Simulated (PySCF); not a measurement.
Species: C₈H₉F₃.
Z-matrix (Å and degrees, PBE0-D3(BJ)/def2-SVP geometry), rows numbered from 1:
```
C 
C   1  1.3453
C   2  1.4640  1  121.08
C   3  1.3422  2  126.37  1  -173.78
C   4  1.4891  3  124.68  2   178.49
C   2  1.4913  1  120.28  3  -179.22
C   6  1.3341  2  123.69  1  -113.33
C   6  1.5064  2  116.15  1    68.40
F   8  1.3347  6  112.65  2   176.35
F   8  1.3392  6  111.70  2   -63.20
F   8  1.3369  6  110.60  2    56.10
H   1  1.0934  2  120.48  3    -0.43
H   1  1.0910  2  121.77  3   179.27
H   3  1.0967  2  114.81  1     4.47
H   4  1.0961  3  118.60  2    -0.81
H   5  1.1032  4  110.91  3  -120.49
H   5  1.0998  4  112.00  3     0.45
H   5  1.1032  4  111.15  3   121.60
H   7  1.0916  6  121.24  2  -179.59
H   7  1.0923  6  120.46  2     0.69
```

Computed, not measured: PBE0-D3(BJ)/def2-SVP geometry optimisation, gas phase (PySCF).

Take the most abundant isotopes and a rigid rotor. The values belong to one conformer with, in the numbering `[CH2:1]=[C:2](/[CH:3]=[CH:4]/[CH3:5])[C:6](=[CH2:7])[C:8]([F:9])([F:10])[F:11]`, C1–C2–C3–C4 -174°, C1–C2–C6–C7 -113°.

Question: What are A, B and C (cm⁻¹)?

Answer: Ia = 296.24, Ib = 718.84, Ic = 795.14 u·Å²; 505379 MHz·u·Å²/I gives 1706, 703.0 and 635.6 MHz, that is A = 0.05691, B = 0.02345, C = 0.02120 cm⁻¹.

Question: Classify the top.

Answer: An asymmetric top; Ray's κ = -0.874.

Question: What does the inertial defect say?

Answer: Not planar: Δ = Ic − Ia − Ib = -219.94 u·Å². For a rigid frame Δ = −2 Σ m c², so Σ m c² = 109.97 u·Å² lies off the ab plane: 14.57 from hydrogen and 95.40 from heavier atoms. The atom farthest from that plane is 2.60 Å away.

Question: Give the other two planar moments, Paa and Pbb, and the rms extents of the mass along the axes.

Answer: Paa = Σ m a² = (Ib + Ic − Ia)/2 = 608.87 and Pbb = Σ m b² = (Ia + Ic − Ib)/2 = 186.27 u·Å². With the mass M = 162.07 u, the rms extents √(P/M) along a, b and c are 1.94, 1.07, 0.82 Å.

Question: Give the coordinates in the principal-axis frame, origin at the centre of mass.

Answer: The sense of each axis is arbitrary; atoms in the order of the calculation.
```
atom  mass (u)   a (Å)   b (Å)   c (Å)
  C1    12.000   0.242  -2.373  -0.032
  C2    12.000   0.632  -1.100  -0.221
  C3    12.000   2.000  -0.675   0.085
  C4    12.000   2.470   0.581   0.049
  C5    12.000   3.863   0.975   0.399
  C6    12.000  -0.333  -0.085  -0.732
  C7    12.000  -0.228   0.501  -1.926
  C8    12.000  -1.453   0.296   0.201
  F9    18.998  -2.229   1.262  -0.295
 F10    18.998  -2.250  -0.746   0.470
 F11    18.998  -0.965   0.732   1.367
 H12     1.008   0.946  -3.119   0.348
 H13     1.008  -0.777  -2.699  -0.245
 H14     1.008   2.674  -1.483   0.396
 H15     1.008   1.789   1.388  -0.246
 H16     1.008   3.870   1.694   1.236
 H17     1.008   4.476   0.108   0.687
 H18     1.008   4.358   1.481  -0.447
 H19     1.008  -0.955   1.245  -2.258
 H20     1.008   0.592   0.242  -2.600
```

Question: List the rotational levels J(Ka,Kc) to J = 3 (MHz).

Answer: Above 0(0,0):
J = 1: 1(0,1) 1339, 1(1,1) 2342, 1(1,0) 2409
J = 2: 2(0,2) 4013, 2(1,2) 4951, 2(1,1) 5154, 2(2,1) 8163, 2(2,0) 8166
J = 3: 3(0,3) 8015, 3(1,3) 8864, 3(1,2) 9269, 3(2,2) 12179, 3(2,1) 12195, 3(3,1) 17364, 3(3,0) 17364
Those of J = 1 are B + C, A + C and A + B.

Question: Predict some low-J microwave lines.

Answer: The dipole components are |μa| = 2.05 D, |μb| = 0.03 D, |μc| = 1.28 D. Intensities carry the squares of the components, which stand as 1.00 : 0.00 : 0.39 (a : b : c). Some lines, for components of 0.1 D or more:

```
type  branch         J(Ka,Kc)    MHz  lower level (cm⁻¹)
   a       Q  4(1,3) ← 4(1,4)    674               0.470
   a       R  2(1,2) ← 1(1,1)   2610               0.078
   a       R  2(0,2) ← 1(0,1)   2674               0.045
   c       R  2(1,1) ← 1(0,1)   3815               0.045
   a       R  3(2,2) ← 2(2,1)   4016               0.272
   a       R  4(1,4) ← 3(1,3)   5213               0.296
   c       R  3(1,2) ← 2(0,2)   5256               0.134
   a       R  4(3,1) ← 3(3,0)   5361               0.579
   a       R  4(1,3) ← 3(1,2)   5483               0.309
   c       R  4(3,1) ← 3(2,1)  10531               0.407
   c       R  4(3,2) ← 3(2,2)  10546               0.406
   c       R  5(4,2) ← 4(3,2)  13951               0.758
```

Question: Estimate the classical rotational partition function at 10 K, 100 K and 200 K.

Answer: Point group C1, symmetry number σ = 1; q = (√π/σ)·√((kT/h)³/(ABC)), k/h = 20836.6 MHz/K: 6110 at 10 K, 193000 at 100 K, 546000 at 200 K.

Whether it is a minimum is left open (no frequencies). These are rigid-rotor constants of the computed structure; measured ground-state constants (B0) also hold zero-point vibration. A rigid rotor knows nothing of internal rotation, which can split or shift real lines.

On an Arm Neoverse V1 with one thread, on a shared host, this took 7.5 min. That covers the optimisation of the geometry.
